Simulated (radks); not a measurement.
Values are calculated unless marked as measured or tabulated.
Question: The mean radii <r> (bohr) of the occupied orbitals of an atom or ion are listed with their occupations. Level of theory: scalar-relativistic Kohn-Sham, BLYP, spin-polarised, spherical densities, finite nucleus; Fermi nuclear charge, rms radius of each element as measured or else 0.836 A^(1/3) + 0.57 fm (a radial shooting solver on a logarithmic mesh with Libxc functionals).

orbital  occ.      <r>
1s up       1  0.04029
1s down     1  0.04029
2s up       1   0.1778
2s down     1   0.1778
2p up       3   0.1551
2p down     3   0.1551
3s up       1   0.5103
3s down     1   0.5101
3p up       3   0.5183
3p down     3   0.5178
3d up       5   0.5236
3d down     5   0.5218
4s up       1    1.359
4s down     1    1.361
4p up       3    1.511

Name the element and its charge. Open shells, if any, are filled with parallel spins first.

Answer: Z = 37, rubidium, charge +4: Rb4+ in [Ar] 3d10 4s2 4p3. The 1s radius gives Z: for a bare nucleus <r> = (2 gamma + 1)/(2Z) with gamma = sqrt(1 - (Z/c)^2), 0.03954 bohr for Z = 37, and screening makes it slightly larger (0.04029 here). The occupations add up to 33, and the charge is Z minus that.
